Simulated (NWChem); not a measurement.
C2H4ClFSi; SMILES F/C([SiH3])=C\Cl

All runs: NWChem. Pople sets run with spherical d functions. All runs use the structure optimised with PBE-D3(BJ)/def2-SVP. B3LYP is NWChem's, with the RPA form of VWN correlation. Vertical excitations in the gas phase; the lowest state need not have the same character in each row.

```
level                          lowest excitation, singlet (eV)  oscillator strength of that lowest state  lowest state with f > 0.02, singlet (eV)  orbital gap (eV)
-----------------------------  -------------------------------  ----------------------------------------  ----------------------------------------  ----------------
PBE/6-31+G*, full TDDFT                                   5.40                                     0.001                                      5.95              4.67
B3LYP/6-31+G*, full TDDFT                                 5.78                                     0.001                                      6.29              6.36
BHandHLYP/6-31+G*, full TDDFT                                …                                     0.002                                         …                 …
```

Some entries are withheld; supply them.


- BHandHLYP/6-31+G*, full TDDFT, lowest excitation, singlet (eV): 6.26
- BHandHLYP/6-31+G*, full TDDFT, lowest state with f > 0.02, singlet (eV): 6.69
- BHandHLYP/6-31+G*, full TDDFT, orbital gap (eV): 8.86
